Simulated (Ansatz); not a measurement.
A structure relaxed at PBE-D4/def2-SVP in Ansatz, charge 1, doublet:

```
atom   x (Å)   y (Å)   z (Å)
  W1   0.634  -1.952  -0.489
 Si2  -0.891  -0.432  -1.539
 Si3   2.087  -0.270  -1.114
 Si4  -1.662   1.818   1.640
 Si5  -1.513   1.696  -0.676
 Si6  -0.299   0.137   0.731
 Si7   1.643  -0.997   1.447
```

Task: Give its formula.

Result: Si₆W⁺.

Task: Summarise the bond lengths by kind (pairs closer than 1.2 times the sum of covalent radii, bridged metal pairs left out).

Result: 6 × Si–Si 2.32 to 2.42 Å; 4 × Si–W 2.31 to 2.59 Å. The metal has 4 neighbours: Si 2.40 Å, Si 2.31 Å, Si 2.59 Å, Si 2.38 Å.

In the def2 sets W takes a core potential; there is no spin–orbit coupling. Another isomer (doublet) lies 1.70 eV lower at PBE0-D4/def2-TZVP; other spin states weren't run for this one.
